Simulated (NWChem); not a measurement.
Species: C2H6OSi2; SMILES [SiH2]1CC(=O)[SiH2]1

```xyz
11

O      0.4088    -2.2367     0.3100
C      0.2303    -1.1136    -0.0717
C      1.3171    -0.1031    -0.4395
Si     0.4414     1.4807     0.2116
Si    -1.3832     0.0366    -0.0858
H      2.3244    -0.3972    -0.1061
H      1.3255    -0.0095    -1.5431
H      0.6298     2.6898    -0.6408
H      0.7765     1.7808     1.6347
H     -1.9871     0.1167    -1.4527
H     -2.4391    -0.2300     0.9335
```
Atoms are numbered in this order, from 1.

Results from NWChem. The geometry was optimised at PBE0/def2-SVP.

For level PBE0/def2-SVP:

- highest occupied level (eV) = -6.62
- orbital gap (eV) = 5.22

### Question
How do the values read with level B3LYP/def2-SVP instead?

### Answer
The highest occupied level (eV) is -6.34. The orbital gap (eV) is 4.81.
